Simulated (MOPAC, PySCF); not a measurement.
H8OSi3, SMILES `[SiH2]([SiH2]O)[SiH3]` (H–O–Si–Si torsion -178°, O–Si–Si–Si torsion -49°), neutral singlet in the gas phase. 

Z-matrix (Å, degrees):
```
Si
H 1 1.4896
H 1 1.4906 2 108.08
Si 1 2.3376 2 110.64 3 118.71
O 4 1.6573 1 105.74 2 72.61
H 5 0.9613 4 117.41 1 -178.31
H 4 1.4920 5 111.16 6 -56.22
H 4 1.4923 7 106.66 5 -121.46
Si 1 2.3396 2 109.97 3 -120.05
H 9 1.4852 1 110.05 2 -57.12
H 9 1.4870 10 108.76 1 120.16
H 9 1.4874 10 108.71 11 117.88
```
Charge 0, multiplicity 1.

All levels are single points at this geometry (r2SCAN-D4/def2-TZVP); Pople sets use spherical d functions. Orbital energies aren't observables, and empty levels follow the basis.

```
level                          HOMO (eV)  LUMO (eV)  gap (eV)  dipole (D)  vertical IE, Delta-SCF (eV)
-----------------------------  ---------  ---------  --------  ----------  ---------------------------
PBE-D3(BJ)/def2-TZVP in PySCF      -6.76      -1.40      5.36        1.33                         9.41
r2SCAN-D4/def2-TZVP in PySCF       -7.01      -1.08      5.93        1.35                         9.56
B3LYP/3-21G in PySCF               -7.65      -0.08      7.57        1.66                            –
B3LYP/6-311+G** in PySCF           -7.71      -0.94      6.77        1.42                            –
B3LYP/6-31G* in PySCF              -7.52      -0.34      7.18        1.50                         9.60
B3LYP/LANL2DZ in PySCF             -7.87      -0.20      7.66        1.70                            –
BP86/6-31G* in PySCF               -6.73      -1.03      5.71        1.50                            –
M06-2X/6-31G* in PySCF             -8.72       0.59      9.31        1.54                            –
PBE/6-31G* in PySCF                -6.63      -1.01      5.63        1.48                            –
HF/6-31G* in PySCF                -10.32       2.96     13.27        1.61                         9.25
AM1 in MOPAC                      -10.37      -1.05      9.32        1.37                            –
PM3 in MOPAC                       -9.20      -1.44      7.76        1.21                            –
PM7 in MOPAC                      -10.38      -0.07     10.31        1.44                            –
```
